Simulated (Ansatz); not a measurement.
A nudged elastic band was laid between two geometries of GeH4O + H2 (8 atoms, charge 0, multiplicity 1).

Computed with Ansatz, RKS r2SCAN/def2-SVP.

- movable images: 5
- climbing image: yes
- spring: 5.0 eV/Å²
- optimiser: quadratic models (default)
- start path: through a guess of the saddle point
- force threshold: 0.5 eV/Å
- iteration limit: 60
- end points: relaxed

Initial state:

```xyz
8
Properties=species:S:1:pos:R:3
Ge -0.310 0.495 -0.228
O 0.163 0.007 1.428
H -0.593 -0.296 1.948
H 1.007 0.919 -0.878
H -1.305 1.671 -0.167
H -0.952 -0.690 -0.974
H 1.517 -2.846 2.094
H 1.278 -2.146 1.915
```

Final state:

```xyz
8
Properties=species:S:1:pos:R:3
Ge -0.247 -0.326 -0.477
O 0.768 -0.006 2.514
H -0.054 -0.452 2.756
H 1.142 0.310 -0.550
H -1.236 0.601 0.233
H -0.753 -0.597 -1.904
H -0.171 -1.671 0.259
H 1.357 -0.744 2.308
```

(1) What changes between the two ends?

(2) What energy profile does the band end with?

(3) What is the geometry of the highest image?

Answers

(1) Bonds broken: Ge1–O2, H7–H8. Bonds formed: Ge1–H7, O2–H8. GeH4O + H2 becomes GeH4 + H2O.

(2) It converged. The highest image is number 3 of 0 to 6, 1.81 eV above the first end and 1.91 eV above the last; the last end lies 0.10 eV below the first. The threshold of 0.5 eV/Å is loose, so the images may lie well off the minimum-energy path. Neighbouring images differ by up to 1.6 eV, so the band resolves the path poorly. The order of the point at the top wasn't checked. The orbitals stay closed-shell, which can raise the energy where a bond breaks towards radicals; this wasn't checked here.

```csv
image,path coordinate (Å),energy (eV),Ge1–O2 (Å),H7–H8 (Å),Ge1–H7 (Å)
0,0.00,0.00,1.79,0.76,4.46
1,1.10,0.01,1.79,0.76,3.80
2,2.21,0.20,1.80,0.77,2.76
3,3.31,1.81,2.05,1.11,1.93
4,4.30,0.42,2.78,1.58,1.57
5,5.28,-0.04,3.21,2.10,1.54
6,6.27,-0.10,3.17,2.72,1.54
```

(3) 
```xyz
8
Properties=species:S:1:pos:R:3
Ge 0.058 -0.087 -0.058
O 0.131 -0.168 1.994
H -0.750 -0.312 2.380
H 1.365 0.399 -0.682
H -0.870 1.150 0.093
H -0.744 -1.113 -0.865
H 0.982 -1.623 0.671
H 0.634 -1.130 1.604
```

Run time: 93 s on 2 threads of Arm Neoverse V2, with other jobs on the host, peak memory 0.17 GiB.
